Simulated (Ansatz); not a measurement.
`F[Si](Cl)(Br)Br` + HBr → `Cl[Si](Br)(Br)Br` + H–F at 700 K and 1 bar (ligand exchange at the Si–F bond).

Program: Ansatz. Geometries: PBE0-D4/def2-TZVP. ΔE: electronic, gas phase. CCSD(T)/CBS is the MP2 limit (def2-TZVPP, def2-QZVPP) plus CCSD(T) − MP2 in def2-TZVPP, frozen cores. This one scheme is used for every species. For Br outer-core shells are correlated without core-valence functions, which leaves a few kJ/mol of doubt a bond. Scalar relativity is left out up to krypton.

```json
{"species": "`F[Si](Cl)(Br)Br`", "CCSD(T)/CBS energy (Eh)": "-5995.50423", "H − E (kJ/mol)": "79.3", "S (J/(mol·K))": "447.9"}
{"species": "HBr", "CCSD(T)/CBS energy (Eh)": "-2573.91920", "H − E (kJ/mol)": "36.5", "S (J/(mol·K))": "223.7"}
{"species": "`Cl[Si](Br)(Br)Br`", "CCSD(T)/CBS energy (Eh)": "-8469.00948", "H − E (kJ/mol)": "77.7", "S (J/(mol·K))": "465.5"}
{"species": "H–F", "CCSD(T)/CBS energy (Eh)": "-100.39570", "H − E (kJ/mol)": "45.2", "S (J/(mol·K))": "198.5"}
```

H − E and S are ideal-gas, rigid-rotor, harmonic terms from PBE0-D4/def2-TZVP. 1 Eh = 2625.50 kJ/mol, R = 8.31446 J/(mol·K).

Problem. By hand: ΔE, ΔH, ΔS and ΔG.

Solution. ΔE = (-8469.00948) + (-100.39570) − (-5995.50423) − (-2573.91920) = 0.01825 Eh = 47.9 kJ/mol. Δ(H − E) = 77.7 + 45.2 − 79.3 − 36.5 = 7.1, so ΔH = 55.0 kJ/mol. ΔS = 465.5 + 198.5 − 447.9 − 223.7 = -7.6 J/(mol·K). ΔG = 55.0 − 700 × (-7.6)/1000 = 60.3 kJ/mol.

Problem. By hand: the equilibrium constant, and the temperature at which ΔG would vanish if ΔH and ΔS stayed fixed.

Solution. log₁₀ K = −ΔG/(RT ln 10) = -4.5. ΔH and −TΔS have one sign here, so there is no such temperature.

The number of gas molecules stays the same, so ΔS is small and ΔH decides. A doubt of 5 kJ/mol in ΔE shifts log₁₀ K by 0.4 here. These are equilibria of isolated gas molecules and say nothing of rates. Largest T1 diagnostic: 0.008 (customary marks: 0.02 for closed shells, 0.045 for open ones).
